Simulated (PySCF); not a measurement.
C4H12AlN.
Atom-mapped SMILES: `[CH3:1][CH2:2][CH2:3][N:4]([CH3:5])[AlH2:6]` (hydrogens: H7, H8, H9 on C1; H10, H11 on C2; H12, H13 on C3; H14, H15, H16 on C5; H17, H18 on Al6)

Theory: PBE0-D3(BJ)/def2-SVP geometry optimisation, gas phase (PySCF).

Task: Give the optimised bond lengths and angles.

Result: 
| bond | length (Å) |
| --- | --- |
| C1–C2 | 1.521 |
| C2–C3 | 1.522 |
| C3–N4 | 1.447 |
| N4–C5 | 1.446 |
| N4–Al6 | 1.791 |
| C1–H7, C1–H8, C1–H9 | 1.101 |
| C2–H10, C2–H11 | 1.103 |
| C3–H12, C3–H13 | 1.110 |
| C5–H14, C5–H15, C5–H16 | 1.106 |
| Al6–H17, Al6–H18 | 1.587 |

Bonds in one row agree within 0.01 Å and their mean is given. A selection of angles:
| angle | degrees |
| --- | --- |
| C2–C1–H7 | 111.2 |
| H7–C1–H8 | 107.8 |
| C1–C2–C3 | 114.6 |
| C1–C2–H10 | 110.1 |
| C3–C2–H10 | 109.6 |
| C3–C2–H11 | 107.4 |
| H10–C2–H11 | 105.6 |
| C2–C3–N4 | 115.3 |
| C2–C3–H12 | 108.2 |
| C2–C3–H13 | 109.0 |
| N4–C3–H12 | 108.9 |
| H12–C3–H13 | 105.2 |
| C3–N4–C5 | 111.4 |
| C3–N4–Al6 | 129.2 |
| C5–N4–Al6 | 119.3 |
| N4–C5–H14 | 111.7 |
| H14–C5–H15 | 106.8 |
| N4–Al6–H17 | 115.1 |
| N4–Al6–H18 | 122.0 |
| H17–Al6–H18 | 122.9 |

Dihedral angles: C1–C2–C3–N4 -67° (synclinal); C2–C3–N4–C5 169° (antiperiplanar). The mirror-image conformer, all signs reversed, is as good.

N4 (nitrogen bonded to Al and 2 C) is planar (angles 129.2°, 119.3° and 111.4°, sum 359.9°, 0.03 Å off the plane of its three neighbours). Of the pairs four or more bonds apart, H12···H14 is among the closest relative to their van der Waals radii: 2.34 Å, 98 % of the sum of Bondi's values. Al6 (aluminium bonded to N and 2 H) is planar (angles 122.9°, 122.0° and 115.1°, sum 360.0°, 0.00 Å off the plane of its three neighbours).

Point group: C1 (no symmetry element, even within 0.4 Å). Not checked by PBE0-D3(BJ)/def2-SVP frequencies. The numbers are those of one conformer.
